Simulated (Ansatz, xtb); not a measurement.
## Two isomers of C3H11FGeSi

Structure a: `C[CH2][Ge@H]([F])[CH2][SiH3]`, a singlet. Structure b: `C[C@@H]([SiH3])[Ge@H]([CH3])[F]`, a singlet. Both are isolated molecules in the gas phase, relaxed with PBE0-D3(BJ)/def2-SVP, each in the lowest conformer that the search found.

Quicker runs give these differences E(b) − E(a): GFN2-xTB +0.38 kcal/mol; HF/STO-3G +1.99 kcal/mol (at GFN2-xTB geometries); r2SCAN-D4/def2-SVP +0.91 kcal/mol (at GFN2-xTB geometries).

Problem. Estimate E(b) − E(a) at the level CCSD(T)/def2-SVP + ΔMP2/def2-TZVPP.

Solution. Not settled: CCSD(T)/def2-SVP + ΔMP2/def2-TZVPP gives E(b) − E(a) = +1.05 kcal/mol, but this leans on the basis-set step: CCSD(T) alone gives +0.80 kcal/mol.

Level by level:

| level | geometry | E(b) − E(a) (kcal/mol) | departure from the last row (kcal/mol) | job, with rough time for the two |
| --- | --- | --- | --- | --- |
| GFN2-xTB | GFN2-xTB | +0.38 | −0.67 | optimisation, 0.25 s |
| HF/STO-3G | GFN2-xTB | +1.99 | +0.94 | single point, 0.63 s |
| r2SCAN-D4/def2-SVP | GFN2-xTB | +0.91 | −0.14 | single point, 5.1 s |
| PBE0-D3(BJ)/def2-SVP | PBE0-D3(BJ)/def2-SVP | +1.06 | +0.01 | optimisation, 86 s |
| HF/def2-SVP | PBE0-D3(BJ)/def2-SVP | +1.78 | +0.73 | part of the CCSD(T) run |
| MP2/def2-SVP | PBE0-D3(BJ)/def2-SVP | +0.68 | −0.37 | part of the CCSD(T) run |
| CCSD(T)/def2-SVP | PBE0-D3(BJ)/def2-SVP | +0.80 | −0.25 | single point |
| CCSD(T)/def2-SVP + ΔMP2/def2-TZVPP | PBE0-D3(BJ)/def2-SVP | +1.05 |  | single point, 2.1 min |

As drawn, both hold the same kinds of bond in the same numbers. Structure a has 1 methyl group, b 2.

GFN2-xTB finds them nearly level. The largest departure from CCSD(T)/def2-SVP + ΔMP2/def2-TZVPP is that of HF/STO-3G, 0.94 kcal/mol. The last row adds to CCSD(T) the change of the MP2 difference between the two basis sets, here +0.25 kcal/mol.

With thermal terms from frequencies at re-optimised GFN2-xTB minima (ideal gas, soft modes damped towards free rotors, one conformer each, 298.15 K, 1 atm): the zero-point term adds −0.35 kcal/mol; ΔH is +0.87 and ΔG +0.78 kcal/mol.

The correlated steps freeze 18 core orbitals; the filled d shell of Ge is correlated, in a basis made for valence electrons. Programs: Ansatz 0.2.0, xtb 6.7.1; the last row on 4 threads of Arm Neoverse V1 on a shared host.
